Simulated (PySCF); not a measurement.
The PySCF input:
```python
from pyscf import gto, scf, dft

mol = gto.M(
    atom='''
F     0.00000000    0.00000000    0.00000000
''',
    basis='cc-pvdz',
    spin=1,
    verbose=4,
    max_memory=1800,
)

mf = dft.UKS(mol)
mf.xc = 'pbe'
mf = mf.density_fit(auxbasis='def2-universal-jkfit')
mf.kernel()
```

Task: What does this run give for the total energy, dipole moment?

Result: 
```yaml
total_energy: -2710.9289 eV
dipole_moment: 0.00 D
```

These values belong to the state on which the SCF converged, which isn't shown to be the lowest.
